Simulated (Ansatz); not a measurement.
`CO[Si](F)(F)S` + HCl → `CO[Si](F)(S)Cl` + H–F  (ligand exchange at the Si–F bond)

Isolated molecules relaxed with PBE0-D4/def2-TZVP in Ansatz; ΔE leaves out vibrations. CCSD(T)/CBS adds triple-zeta CCSD(T) − MP2 to the extrapolated MP2 energy (def2 sets, frozen cores). This one scheme is used for every species. Functionals use def2-TZVPP. One conformer a species, not always the lowest.

`CO[Si](F)(F)S`:

```xyz
10

C     0.139    1.101   -1.229
O     0.119   -0.184   -0.629
Si   -0.412   -0.539    0.847
F     0.122    0.565    1.853
F    -1.989   -0.474    0.954
S     0.149   -2.484    1.388
H    -0.865    1.389   -1.551
H     0.525    1.856   -0.538
H     0.790    1.052   -2.101
H     1.422   -2.282    1.006
```

HCl:

Z-matrix (Å, degrees):
```
Cl
H 1 1.279
```

`CO[Si](F)(S)Cl`:

Cartesian coordinates in Å:
```
C -0.278 1.174 -1.184
O 0.601 0.116 -0.850
Si 0.620 -0.709 0.531
F 1.898 -1.635 0.469
S -1.156 -1.832 0.702
Cl 0.859 0.508 2.150
H -1.323 0.866 -1.085
H -0.085 1.449 -2.221
H -0.098 2.042 -0.544
H -1.038 -1.980 2.032
```

H–F:

```xyz
2

F     0.084   -0.345   -0.292
H    -0.084    0.345    0.292
```

| level | ΔE (kcal/mol) | difference from CCSD(T)/CBS |
| --- | --- | --- |
| PBE-D4 | 9.3 | -1.8 |
| ωB97X-V | 12.0 | 0.9 |
| ωB97M-V | 11.7 | 0.6 |
| PBE | 10.6 | -0.5 |
| PBE0 | 10.9 | -0.2 |
| MP2/def2-TZVPP | 10.5 | -0.6 |
| CCSD/def2-TZVPP | 13.3 | 2.2 |
| MP2/def2-QZVPP | 10.0 | -1.1 |
| SCS-MP2/def2-QZVPP | 11.7 | 0.6 |
| HF/CBS(def2) | 16.7 | 5.6 |
| CCSD(T)/CBS | 11.1 | 0 |

Largest T1 diagnostic among the species: 0.012.

In def2-TZVPP, CCSD(T) changes the Hartree–Fock value by −3.8 kcal/mol (the triples alone add −0.9 kcal/mol) and MP2 by −5.7 kcal/mol. The D4 term adds −2.2 kcal/mol with B3LYP and −1.2 kcal/mol with PBE0; it sums over pairs of atoms, weighted by their polarisabilities, and B3LYP, whose exchange is more repulsive, gets the larger term.

B3LYP here is the variant with VWN-RPA as its local correlation; programs differ in this.
